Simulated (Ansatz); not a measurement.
Mulliken charges of H$_{3}$OPSeSi (`OP1[SiH2][Se]1`) from r2SCAN/def2-TZVPP in Ansatz (PBE0-D4/def2-TZVP geometry).

```csv
atom,x (Å),y (Å),z (Å),charge (e)
O1,-0.503,-1.775,-0.012,-0.338
P2,-0.548,-0.465,0.996,0.120
Si3,0.086,1.122,-0.437,0.315
Se4,1.616,0.391,1.024,-0.196
H5,-0.420,-2.588,0.497,0.208
H6,0.251,0.746,-1.859,-0.050
H7,-0.421,2.501,-0.254,-0.060
```

**Question.** By hand: the dipole of these point charges (1 e Å = 4.8032 D).

**Answer.** Σ q r = (-0.260, 0.095, -0.003) e Å, of length 0.277 e Å = 1.33 D.

**Question.** How does the dipole of the full density compare? (Estimate.)

**Answer.** The calculation gave: (-0.150, -0.147, -0.063) e Å, 1.05 D; the point charges give 1.27 times that, at 65° from its direction.

Point charges leave out the atoms' own dipoles, such as those of lone pairs, and Mulliken's split depends on the basis, so the two needn't agree.
